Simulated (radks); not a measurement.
Species: Co+. Configuration: [Ar] 3d8.

All-electron calculation, Dirac Kohn-Sham, PBE, spin-unpolarised, spherical densities, point nucleus; open shells fill j = l - 1/2 first. Program: a radial shooting solver on a logarithmic mesh with Libxc functionals.

Energy parts (eV):
| part | energy |
|---|---|
| total | -37904.000 |
| kinetic | 38472.867 |
| electron-nucleus | -90798.018 |
| Hartree | 16038.213 |
| exchange-correlation | -1617.062 |

Orbitals (lengths in bohr, moments of r in powers of bohr):
| orbital | occ. | eigenvalue (eV) | <r^4> | small-component weight |
|---|---|---|---|---|
| 1s1/2 | 2 | -7594.640 | 0.00004638 | 9.45e-03 |
| 2s1/2 | 2 | -901.1541 | 0.01034 | 1.75e-03 |
| 2p1/2 | 2 | -782.1211 | 0.007596 | 1.74e-03 |
| 2p3/2 | 4 | -767.2903 | 0.007959 | 1.71e-03 |
| 3s1/2 | 2 | -105.5696 | 0.8028 | 3.79e-04 |
| 3p1/2 | 2 | -70.2037 | 1.116 | 3.36e-04 |
| 3p3/2 | 4 | -68.3829 | 1.174 | 3.29e-04 |
| 3d3/2 | 4 | -12.3319 | 9.622 | 1.99e-04 |
| 3d5/2 | 4 | -12.1554 | 9.974 | 1.97e-04 |
| 4s1/2 | 0 | -11.1558 | 126.1 | 3.53e-05 |
| 4p1/2 | 0 | -6.4200 | 375.0 | 2.06e-05 |
| 4p3/2 | 0 | -6.3463 | 388.2 | 2.03e-05 |

The highest occupied level is 3d5/2 at -12.155 eV. The density falls to 0.001 e/bohr^3 at r = 3.44 bohr.
